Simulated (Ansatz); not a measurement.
Consider the substitution at a C–S bond: `C[SiH](S)CS` + HCl → `C[SiH](S)CCl` + H₂S.

Isolated molecules relaxed with PBE0-D4/def2-TZVP in Ansatz; ΔE leaves out vibrations. CCSD(T)/CBS adds triple-zeta CCSD(T) − MP2 to the extrapolated MP2 energy (def2 sets, frozen cores). This one scheme is used for every species. Functionals use def2-TZVPP. B3LYP here is the variant with VWN-RPA as its local correlation; programs differ in this. Each species was taken in one conformer, which may not be the lowest.

```
             level  ΔE (kcal/mol)  difference from CCSD(T)/CBS
            PBE-D4            3.9                         -0.1
         r2SCAN-D4            3.8                         -0.2
           PBE0-D4            4.1                          0.1
          B3LYP-D4            3.4                         -0.6
           ωB97X-V            3.3                         -0.7
           ωB97M-V            3.6                         -0.4
            B2PLYP            3.4                         -0.6
               PBE            3.5                         -0.5
            r2SCAN            3.7                         -0.3
              PBE0            3.7                         -0.3
             B3LYP            2.7                         -1.3
     HF/def2-TZVPP            2.4                         -1.6
    MP2/def2-TZVPP            4.6                          0.6
SCS-MP2/def2-TZVPP            4.0                          0.0
   CCSD/def2-TZVPP            3.9                         -0.1
CCSD(T)/def2-TZVPP            4.1                          0.1
     HF/def2-QZVPP            2.4                         -1.6
    MP2/def2-QZVPP            4.6                          0.6
SCS-MP2/def2-QZVPP            4.0                          0.0
      HF/CBS(def2)            2.4                         -1.6
     MP2/CBS(def2)            4.5                          0.5
    CCSD/CBS(def2)            3.8                         -0.2
       CCSD(T)/CBS            4.0                            0
```

Largest T1 diagnostic among the species: 0.011.

In def2-TZVPP, CCSD(T) changes the Hartree–Fock value by +1.7 kcal/mol (the triples alone add +0.2 kcal/mol) and MP2 by +2.3 kcal/mol.
